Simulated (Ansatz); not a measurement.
`B/N=C\Cl`. Charge 0, multiplicity 1.

```xyz
7

B     0.604   -1.017    0.683
N    -0.087   -0.001    0.095
C    -0.651    0.913   -0.495
Cl   -0.079    1.589   -1.999
H     1.461   -0.745    1.470
H     0.314   -2.143    0.405
H    -1.562    1.405   -0.158
```

**Question.** Give the diagnostics of a CCSD(T)/def2-TZVPP run (frozen core, Ansatz 0.2.0). (Estimate.)

**Answer.** Computed: T1 = 0.0145, largest single amplitude 0.030, largest double 0.061, (T) share of the correlation energy 4.5 %, 10 CCSD cycles. The RHF solution is stable towards an unrestricted one. T1 lies under the customary mark of 0.02 for closed shells.
